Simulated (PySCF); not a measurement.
Planning a core-ionisation job on `[PH2][GeH2][Cl]`.

Method: delta-SCF UKS SCAN, def2-TZVP on the ionised atom, pcseg-1 elsewhere, spin-free X2C (PySCF 2.14.0). Geometry: PBE0-D3(BJ)/def2-SVP. Work: ΔSCF core ionisation, 4 holes, density fitting. The command runs a driver script over a list of jobs; the input below is this job's line of settings and its coordinates in Å.

Command:
```bash
OMP_NUM_THREADS=1 python probes_run.py task.json out
```

Input:
```
{"job": {"kind": "xps", "basis": "def2-TZVP"}, "charge": 0, "multiplicity": 1}
P      1.241866    -0.344972     0.075690
Ge    -1.058211    -0.173370    -0.090018
Cl    -1.662288     1.798876    -0.765353
H      1.452567     0.201486    -1.226798
H      1.366723     0.920672     0.725326
H     -1.590483    -1.180894    -1.121720
H     -1.709521    -0.381448     1.286419
```

Hardware: one thread, Arm Neoverse V2 (aarch64), shared host. PySCF's memory limit was set to 1760 MB.

Question: How large is the largest of the mixed bases?

Answer: 102 functions.

Question: Estimate the wall time.

Answer: About 8.5 s. The run took 50 SCF cycles in all, 2.1 s a hole on average.

Question: How much memory does it need at the peak?

Answer: About 0.46 GiB. Peak memory is the resident size of the whole Python process, interpreter and libraries included.

Times come from a shared host and carry two figures at best.
